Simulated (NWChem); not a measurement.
System: NbSCl$_{3}$; SMILES [S]=[Nb]([Cl])([Cl])[Cl]

def2 effective core potentials on Nb; no spin-orbit coupling.

### Question
Give the equilibrium geometry at PBE-D3(BJ)/def2-SVP with def2 effective core potentials on Nb (NWChem) as an XYZ file, with the point group.

### Answer
point group C3v; any orientation.
```
5

Nb     0.0000     0.0002     0.0220
S     -0.0002     0.0111     2.1659
Cl    -1.1216     1.8608    -0.6861
Cl     2.1753     0.0360    -0.6766
Cl    -1.0535    -1.9068    -0.6670
```
